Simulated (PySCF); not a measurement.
GaH3, SMILES [GaH3].

The structure is a stationary point at r2SCAN-D4/def2-TZVPD. The isomer is the one that the SMILES or the coordinates give; other isomers of the formula were not compared.

These are PySCF with ωB97X/def2-TZVPD values and carry that method's errors.

Symmetry labels are those of the subgroup C2v that the program uses (full group D3h).

List the valence orbital energies around the gap with their symmetry. (The exact figures need the calculation; the answer reports its results.)


```
orbital  symmetry  energy (eV)
-------  --------  -----------
HOMO−7         A1       -25.91
HOMO−6         A2       -25.74
HOMO−5         B2       -25.74
HOMO−4         A1       -25.57
HOMO−3         B1       -25.57
HOMO−2         A1       -15.61
HOMO−1         A1       -11.04
HOMO           B1       -11.04
LUMO           B2         0.11
LUMO+1         A1         1.77
LUMO+2         A1         2.80
LUMO+3         B1         3.03
```
